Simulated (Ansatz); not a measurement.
Calculated with Ansatz (gas phase, PBE0-D4/def2-TZVP geometries, no zero-point term in ΔE). CCSD(T)/CBS adds triple-zeta CCSD(T) − MP2 to the extrapolated MP2 energy (def2 sets, frozen cores). Functionals use def2-TZVPP. def2 core potentials past Kr. For Ge, Sn outer-core shells are correlated without core-valence functions, which leaves a few kJ/mol of doubt a bond. Scalar relativity is left out up to krypton.

Consider the redistribution: `N#[C][Sn]([F])([F])[F]` + `[SiH3][Ge]([Cl])([Cl])[Cl]` → `[F][Sn]([F])([F])[SiH3]` + `N#[C][Ge]([Cl])([Cl])[Cl]`.

```
             level  ΔE (kJ/mol)  difference from CCSD(T)/CBS
       LDA (SPW92)        -41.2                        -12.2
            PBE-D4        -34.3                         -5.3
        r2SCANh-D4        -34.6                         -5.6
              BLYP        -36.5                         -7.5
              PBE0        -35.0                         -6.0
     HF/def2-TZVPP        -30.9                         -1.9
    MP2/def2-TZVPP        -34.9                         -5.9
   CCSD/def2-TZVPP        -31.4                         -2.4
CCSD(T)/def2-TZVPP        -30.4                         -1.4
    MP2/def2-QZVPP        -33.4                         -4.4
       CCSD(T)/CBS        -29.0                            0
```

Largest T1 diagnostic among the species: 0.015.

At CCSD(T), def2-SVP lies −10.6 kJ/mol from the extrapolated value and def2-TZVPP −1.4 kJ/mol. Leaving LDA and LC-ωPBE aside and taking each functional with its dispersion term where it has one, the values, not all of them listed here, spread over 5.7 kJ/mol, from CAM-B3LYP-D4 to B97M-V. LDA lies −5.8 kJ/mol from PBE without D4.
